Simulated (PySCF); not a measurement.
Al(OH)3(OH2), H5AlO4, singlet (PBE0/def2-SVP optimised geometry):

```
10

Al    -0.613    -0.015     0.000
O     -1.529     1.455     0.000
H     -1.624     2.052    -0.742
O     -1.349    -1.431    -0.670
H     -0.861    -2.052    -1.211
O      1.099    -0.015     0.000
H      1.624     0.734     0.281
O     -1.434    -0.407     1.755
H     -1.918    -1.209     1.490
H     -2.082     0.320     1.762
```

Level of theory: PBE0/def2-TZVP in PySCF 2.14.0.

### Question
What are the frontier orbital energies and the dipole moment?

### Answer
HOMO-2 -8.55 eV, HOMO-1 -8.47 eV, HOMO -8.17 eV, LUMO 0.04 eV, LUMO+1 1.27 eV; dipole moment 1.61 D.

On the same geometry PBE/def2-TZVP (PySCF) gives HOMO-2 -6.83 eV, HOMO-1 -6.74 eV, HOMO -6.45 eV, LUMO -0.86 eV, LUMO+1 0.39 eV; dipole moment 1.58 D.

Meta-Löwdin charges at PBE0/def2-TZVP: Al1 1.23, O2 -0.83, H3 0.35, O4 -0.83, H5 0.35, O6 -0.81, H7 0.34, O8 -0.57, H9 0.39, H10 0.39.
